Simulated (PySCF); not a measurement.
Isomers of C4H3F3O2, one GFN2-xTB conformer each. Single-point energies are computed at PBE0/pcSseg-1 (PySCF, gas phase, no added dispersion term), electronic only.

Problem. Rank them by PBE0/pcSseg-1 energy, lowest first (kJ/mol).
A. `O=C1C[C@H](C(F)(F)F)O1`
B. `O=C1OC[C@H]1C(F)(F)F`
C. `[CH2:1]=[C:2]([CH:3]=[O:4])[O:5][C:6]([F:7])([F:8])[F:9]` with C1–C2–C3–O4 0°, C1–C2–O5–C6 0°

Solution. A (0.0), B (7.2), C (83.9).

As drawn, the lowest has a four-membered ring and a C(=O)–O unit, which the highest lacks; the highest has a C=C bond outside aromatic rings, which the lowest lacks. Neighbours under 10 kJ/mol apart (O=C1C[C@H](C(F)(F)F)O1 and O=C1OC[C@H]1C(F)(F)F) can change places with a better method, another conformer or zero-point energy. GFN2-xTB itself gives, in the same order: 1.2, 0.0, 62.0. GFN2-xTB puts O=C1OC[C@H]1C(F)(F)F lowest instead; measured from each level's own lowest isomer, the values differ by up to 21.9 kJ/mol (C=C(C=O)OC(F)(F)F: 62.0 against 83.9).

Problem. Which frontier levels, dipoles and rotational constants go with these structures?

Solution. 
```csv
SMILES,"HOMO (eV, PBE0/pcSseg-1)",LUMO (eV),dipole (D),"A, B, C (MHz)"
O=C1C[C@H](C(F)(F)F)O1,-8.79,-0.33,3.41,"3667, 1096, 1039"
O=C1OC[C@H]1C(F)(F)F,-8.80,-0.46,3.82,"2804, 1364, 1120"
C=C(C=O)OC(F)(F)F,-8.35,-2.45,0.68,"3791, 958.5, 881.0"
```
